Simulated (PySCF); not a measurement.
# CuOF₂ + 2 HCl → CuOCl₂ + 2 HF

Level: PBE0 in the def2-TZVP basis family, all electrons, no relativity, computed in PySCF with density fitting; open shells unrestricted.

```json
{"species": "CuOF₂", "state and structure": "quartet, Cs, Cu–F 1.733 Å, Cu–F 1.797 Å, Cu–O 1.941 Å; F–Cu–F 170.7°, F–Cu–O 71.4°, F–Cu–O 117.9°", "E (Eh)": "-1914.90870", "ZPE (kJ/mol)": "12.1", "H(298 K) − H(0) (kJ/mol)": "16.8", "S° (J/(mol K))": "327.7"}
{"species": "HCl", "state and structure": "singlet, C∞v, H–Cl 1.279 Å", "E (Eh)": "-460.66440", "ZPE (kJ/mol)": "17.9", "H(298 K) − H(0) (kJ/mol)": "8.7", "S° (J/(mol K))": "186.6"}
{"species": "CuOCl₂", "state and structure": "quartet, Cs, Cu–Cl 2.074 Å, Cu–Cl 2.213 Å, Cu–O 1.872 Å; Cl–Cu–Cl 158.5°, Cl–Cu–O 68.5°, Cl–Cu–O 133.0°", "E (Eh)": "-2635.51281", "ZPE (kJ/mol)": "9.3", "H(298 K) − H(0) (kJ/mol)": "17.9", "S° (J/(mol K))": "351.4"}
{"species": "HF", "state and structure": "singlet, C∞v, H–F 0.920 Å", "E (Eh)": "-100.39188", "ZPE (kJ/mol)": "24.9", "H(298 K) − H(0) (kJ/mol)": "8.7", "S° (J/(mol K))": "173.6"}
```

(1) What is the electronic reaction energy?

(2) Add zero-point, thermal and entropy terms for 298.15 K and 1 bar.

Results:

(1) At PBE0/def2-TZVP, ΔE = -155.1 kJ/mol from the differences of the total energies times 2625.5, downhill. 

(2) ΔZPE = 11.2 and Δ[H(298) − H(0)] = 1.1 kJ/mol give ΔH° = -142.8 kJ/mol. ΔS° = -2.3 J/(mol K), so ΔG° = -142.8 − 298.15 × (-0.0023) = -142 kJ/mol and log₁₀K = 24.9.

Open d or f shells are single determinants, so the state found may not be the ground state. Each species is the lowest minimum found with this bonding; other isomers or fragments can lie lower.
